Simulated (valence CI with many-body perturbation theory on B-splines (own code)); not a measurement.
**E1 transitions of Tl⁵⁰⁺**

Method: configuration interaction combined with many-body perturbation theory (CI+MBPT): three valence electrons over a frozen Dirac-Fock core [Ar] 3d10, radial functions for each j: 11 s, 11 p, 9 d, 7 f, 5 g, 2 h, 1 i, with the one-electron correlation potential Σ1 (screened to all orders), the two-electron term Σ2, the three-electron term Σ3, Breit, model QED; selected single and double excitations, second order for the rest (own B-spline code, finite nucleus).

No measured spectrum was set against this ion. As an estimate, large intervals hold to a few tenths of a per cent, small ones and those within an open d or f shell to about a per cent.

Lines 51 to 100 of 269 in falling wavelength, among levels below 788.47 eV, chosen from the strongest by gf and those to the six lowest levels. Wavelengths and rates use the calculated energies. Electric multipoles are in the length gauge, E1 and E2 with the static RPA response of the core. Weak lines are less certain than strong ones. Lines between different terms over intervals too small for the method are left out, as are lines whose strength nearly cancels. The highest levels of a list are the least certain.

Levels are named by their leading jj configuration (3d3/2^4 stands for four electrons in 3d with j = 3/2), which in mixed levels can hold well under half, so a name can repeat and another be missing. Letters in brackets count levels of one name in rising energy.

```
λ vac (Å)                          Upper                       Lower   A (s⁻¹)  S (a.u.) with core polarisation  S without
    96.44          (4p1/2^2 4p3/2) J=3/2      (4s 4p1/2 4p3/2) J=5/2  8.07e+10                         1.43e-01   1.51e-01
    96.11  (4p1/2 4p3/2 4d5/2) J=5/2 [b]  (4s 4p3/2 4d5/2) J=7/2 [a]  2.95e+10                         7.74e-02   8.20e-02
    96.03          (4p1/2 4p3/2^2) J=5/2          (4s 4p3/2^2) J=5/2  3.56e+10                         9.34e-02   9.90e-02
    94.29      (4p1/2 4p3/2 4d5/2) J=9/2      (4s 4p3/2 4d5/2) J=9/2  3.63e+10                         1.50e-01   1.59e-01
    93.70  (4p1/2 4p3/2 4d3/2) J=5/2 [b]      (4s 4p3/2 4d3/2) J=7/2  6.14e+10                         1.49e-01   1.58e-01
    92.28          (4p1/2^2 4d3/2) J=3/2  (4s 4p1/2 4d3/2) J=3/2 [a]  2.22e+10                         3.45e-02   3.65e-02
    92.19  (4p1/2 4p3/2 4d3/2) J=3/2 [b]  (4s 4p3/2 4d3/2) J=5/2 [a]  3.94e+10                         6.10e-02   6.45e-02
    89.64          (4p1/2^2 4p3/2) J=3/2  (4s 4p1/2 4p3/2) J=3/2 [a]  2.09e+10                         2.97e-02   3.15e-02
    80.33     (4s 4p1/2 4d3/2) J=3/2 [a]  (4s 4p1/2 4p3/2) J=3/2 [b]  2.18e+10                         2.23e-02   2.36e-02
    76.05         (4s 4p1/2 4d3/2) J=5/2  (4s 4p1/2 4p3/2) J=3/2 [b]  2.73e+09                         3.56e-03   3.77e-03
    75.35  (4p1/2 4p3/2 4d3/2) J=5/2 [a]       (4p1/2 4p3/2^2) J=5/2  3.31e+10                         4.19e-02   4.43e-02
    73.87     (4s 4p1/2 4d3/2) J=3/2 [a]      (4s 4p1/2 4p3/2) J=5/2  7.53e+09                         5.99e-03   6.33e-03
    71.41          (4p1/2^2 4d3/2) J=3/2       (4p1/2^2 4p3/2) J=3/2  5.03e+10                         3.62e-02   3.81e-02
    70.23         (4s 4p1/2 4d3/2) J=5/2      (4s 4p1/2 4p3/2) J=5/2  3.13e+10                         3.21e-02   3.38e-02
    69.81     (4s 4p1/2 4d3/2) J=3/2 [a]  (4s 4p1/2 4p3/2) J=3/2 [a]  8.23e+09                         5.53e-03   5.82e-03
    69.72         (4s 4p1/2 4d3/2) J=1/2  (4s 4p1/2 4p3/2) J=3/2 [b]  3.59e+09                         1.20e-03   1.26e-03
    68.99     (4s 4p1/2 4d3/2) J=3/2 [b]  (4s 4p1/2 4p3/2) J=3/2 [b]  1.19e+10                         7.73e-03   8.14e-03
    66.55         (4s 4p1/2 4d3/2) J=5/2  (4s 4p1/2 4p3/2) J=3/2 [a]  1.88e+09                         1.64e-03   1.72e-03
    66.47             (4s^2 4d3/2) J=3/2          (4s^2 4p3/2) J=3/2  1.20e+10                         6.95e-03   7.29e-03
    64.17     (4s 4p1/2 4d3/2) J=3/2 [b]      (4s 4p1/2 4p3/2) J=5/2  1.65e+09                         8.63e-04   9.00e-04
    62.90     (4s 4p1/2 4d5/2) J=5/2 [a]  (4s 4p1/2 4p3/2) J=3/2 [b]  5.12e+09                         3.77e-03   3.96e-03
    62.36     (4s 4p3/2 4d5/2) J=3/2 [a]          (4s 4p3/2^2) J=3/2  9.60e+10                         4.60e-02   4.83e-02
    62.06         (4s 4p1/2 4f7/2) J=5/2      (4s 4p1/2 4d5/2) J=3/2  2.35e+11                         1.67e-01   1.74e-01
    61.93     (4s 4p1/2 4f7/2) J=7/2 [b]  (4s 4p1/2 4d5/2) J=5/2 [b]  1.77e+11                         1.66e-01   1.73e-01
    61.65         (4s 4p1/2 4d3/2) J=1/2  (4s 4p1/2 4p3/2) J=3/2 [a]  1.07e+10                         2.48e-03   2.61e-03
    61.52         (4s 4p1/2 4f7/2) J=5/2  (4s 4p1/2 4d5/2) J=5/2 [b]  4.67e+10                         3.22e-02   3.39e-02
    61.13             (4s^2 4f7/2) J=7/2          (4s^2 4d5/2) J=5/2  2.14e+11                         1.93e-01   2.02e-01
    61.09     (4s 4p1/2 4d3/2) J=3/2 [b]  (4s 4p1/2 4p3/2) J=3/2 [a]  2.54e+10                         1.14e-02   1.20e-02
    60.83     (4s 4p1/2 4f7/2) J=7/2 [a]  (4s 4p1/2 4d5/2) J=5/2 [a]  2.23e+11                         1.98e-01   2.07e-01
    60.55         (4s 4p1/2 4f7/2) J=9/2      (4s 4p1/2 4d5/2) J=7/2  1.92e+11                         2.10e-01   2.20e-01
    59.91     (4s 4p1/2 4f7/2) J=7/2 [b]      (4s 4p1/2 4d5/2) J=7/2  4.25e+10                         3.61e-02   3.79e-02
    59.68  (4p1/2 4p3/2 4d5/2) J=3/2 [a]       (4p1/2 4p3/2^2) J=3/2  1.74e+11                         7.29e-02   7.67e-02
    59.53  (4p1/2 4p3/2 4d5/2) J=5/2 [a]       (4p1/2 4p3/2^2) J=5/2  1.76e+11                         1.10e-01   1.16e-01
    59.10         (4s 4p1/2 4d5/2) J=3/2      (4s 4p1/2 4p3/2) J=1/2  2.62e+11                         1.07e-01   1.12e-01
    58.92     (4s 4p1/2 4d5/2) J=5/2 [b]  (4s 4p1/2 4p3/2) J=3/2 [b]  2.53e+11                         1.53e-01   1.61e-01
    58.87     (4s 4p1/2 4d5/2) J=5/2 [a]      (4s 4p1/2 4p3/2) J=5/2  1.44e+10                         8.70e-03   9.16e-03
    58.43         (4s 4p1/2 4d5/2) J=3/2  (4s 4p1/2 4p3/2) J=3/2 [b]  8.79e+10                         3.46e-02   3.65e-02
    57.91          (4p1/2^2 4d5/2) J=5/2       (4p1/2^2 4p3/2) J=3/2  3.20e+11                         1.84e-01   1.94e-01
    57.87     (4s 4p3/2 4d5/2) J=5/2 [a]          (4s 4p3/2^2) J=5/2  3.05e+11                         1.75e-01   1.84e-01
    57.63  (4p1/2 4p3/2 4d5/2) J=3/2 [b]       (4p1/2 4p3/2^2) J=1/2  3.67e+11                         1.39e-01   1.46e-01
    57.45      (4p1/2 4p3/2 4d5/2) J=1/2       (4p1/2 4p3/2^2) J=1/2  5.54e+11                         1.04e-01   1.09e-01
    57.16         (4s 4p3/2 4d5/2) J=1/2          (4s 4p3/2^2) J=1/2  5.96e+11                         1.10e-01   1.16e-01
    57.08         (4s 4p1/2 4d5/2) J=7/2      (4s 4p1/2 4p3/2) J=5/2  3.47e+11                         2.55e-01   2.68e-01
    57.02     (4s 4p3/2 4d5/2) J=3/2 [b]          (4s 4p3/2^2) J=3/2  7.48e+10                         2.74e-02   2.88e-02
    56.98             (4s^2 4d5/2) J=5/2          (4s^2 4p3/2) J=3/2  4.17e+11                         2.29e-01   2.41e-01
    56.39  (4p1/2 4p3/2 4d5/2) J=7/2 [b]       (4p1/2 4p3/2^2) J=5/2  7.17e+11                         5.08e-01   5.34e-01
    56.26     (4s 4p1/2 4d5/2) J=5/2 [a]  (4s 4p1/2 4p3/2) J=3/2 [a]  4.61e+11                         2.43e-01   2.56e-01
    56.17     (4s 4p3/2 4d5/2) J=3/2 [a]          (4s 4p3/2^2) J=5/2  9.26e+10                         3.24e-02   3.42e-02
    56.04  (4p1/2 4p3/2 4d5/2) J=5/2 [b]       (4p1/2 4p3/2^2) J=5/2  1.22e+11                         6.38e-02   6.72e-02
    56.04     (4s 4p3/2 4d5/2) J=3/2 [b]          (4s 4p3/2^2) J=1/2  4.56e+11                         1.58e-01   1.67e-01
```
